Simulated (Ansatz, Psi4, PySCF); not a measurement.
Br (SMILES [Br-]), charge -1, singlet. Base run: WB97M-V/6-31G* in PySCF.

The PySCF input:
```python
from pyscf import gto, scf, dft

mol = gto.M(
    atom='''
Br    0.00000000    0.00000000    0.00000000
''',
    basis='6-31g*',
    charge=-1,
    verbose=4,
)

mf = dft.RKS(mol)
mf.xc = 'wb97m_v'
mf.kernel()
```

The same geometry, method and basis name were run in Ansatz (a program for electronic structure) and Psi4 and PySCF, at each program's defaults and at the settings that a row names. The base is PySCF at its defaults. Differences at the defaults can come from grids, fitting, cores and function types together.

```json
[
 {"code and settings": "PySCF, defaults (exact integrals, its default grid, spherical functions)", "ΔE vs base (mEh)": "0.000", "basis functions": "32", "E (Eh)": "-2573.77530", "SCF cycles": "7"},
 {"code and settings": "Psi4, defaults (density fitting with its default set, its default grid, Cartesian functions)", "ΔE vs base (mEh)": "(withheld)", "basis functions": "35", "E (Eh)": "(withheld)", "SCF cycles": "10"},
 {"code and settings": "Ansatz, defaults (factorised integrals, its default grid, Cartesian functions)", "ΔE vs base (mEh)": "-6.321", "basis functions": "35", "E (Eh)": "-2573.78162", "SCF cycles": "-"},
 {"code and settings": "PySCF, density fitting with def2-universal-jkfit", "ΔE vs base (mEh)": "(withheld)", "basis functions": "32", "E (Eh)": "(withheld)", "SCF cycles": "7"},
 {"code and settings": "PySCF, fine grid", "ΔE vs base (mEh)": "0.000", "basis functions": "32", "E (Eh)": "-2573.77530", "SCF cycles": "7"},
 {"code and settings": "Psi4, exact integrals, spherical functions, fine grid", "ΔE vs base (mEh)": "-0.001", "basis functions": "32", "E (Eh)": "-2573.77530", "SCF cycles": "11"},
 {"code and settings": "Ansatz, high accuracy, Cartesian functions as the basis file defines them", "ΔE vs base (mEh)": "-6.321", "basis functions": "35", "E (Eh)": "-2573.78162", "SCF cycles": "-"}
]
```

Task: Complete the blanks.

Result: 
- Psi4, defaults (density fitting with its default set, its default grid, Cartesian functions), ΔE vs base (mEh): 94.552
- Psi4, defaults (density fitting with its default set, its default grid, Cartesian functions), E (Eh): -2573.68075
- PySCF, density fitting with def2-universal-jkfit, ΔE vs base (mEh): -0.071
- PySCF, density fitting with def2-universal-jkfit, E (Eh): -2573.77537
